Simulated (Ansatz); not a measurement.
Frontier orbitals of C3H6OSn (`C#[C][SnH2][O]C`).

```xyz
11

C     0.9263   -1.8915    1.8623
C     0.3837   -1.5404    0.8434
Sn   -0.5463   -0.9209   -0.9143
O    -1.0786    0.9440   -0.6315
C    -0.1114    1.8794   -0.2249
H     1.4035   -2.2014    2.7642
H     0.5843   -0.9817   -2.1878
H    -1.9985   -1.7520   -1.1778
H    -0.6089    2.8430   -0.0819
H     0.6791    2.0191   -0.9760
H     0.3668    1.6023    0.7242
```

Charge 0, multiplicity 1. Correlated methods include outer-core shells of Sn, which these sets cover unevenly. Sn: def2 effective core potential. The geometry is a stationary point of PBE0-D4/def2-TZVP. It is one conformer, not always the lowest. Basis def2-TZVPP, the Gaussian-basis code of Ansatz.

```csv
functional,HOMO (eV),LUMO (eV)
ωB97X-V,-10.11,1.28
```

(1) Give HOMO and LUMO (eV) with LDA (SPW92), PBE, revPBE, BLYP, r2SCAN, B97M-V, PBE0, B3LYP, r2SCANh, r2SCAN0, HSE06 (plane-wave form), BHLYP, CAM-B3LYP, LC-ωPBE, ωB97M-V, HF. (Estimate.)

## Answers

(1) Computed: 
```
             functional    HOMO   LUMO
            LDA (SPW92)   -6.20  -1.79
                    PBE   -6.07  -1.51
                 revPBE   -6.02  -1.40
                   BLYP   -5.99  -1.40
                 r2SCAN   -6.39  -1.25
                 B97M-V   -6.55  -1.34
                   PBE0   -7.64  -0.67
                  B3LYP   -7.40  -0.89
                r2SCANh   -6.98  -0.95
                r2SCAN0   -7.87  -0.51
HSE06 (plane-wave form)   -7.23  -1.04
                  BHLYP   -9.16   0.17
              CAM-B3LYP   -9.09   0.28
                LC-ωPBE  -10.42   1.41
                ωB97M-V  -10.05   1.00
                     HF  -10.98   2.17
```

B3LYP here is the variant with VWN-RPA as its local correlation; programs differ in this. LC-ωPBE has ω = 0.4 bohr⁻¹. Positive LUMOs are unbound and depend on the basis.
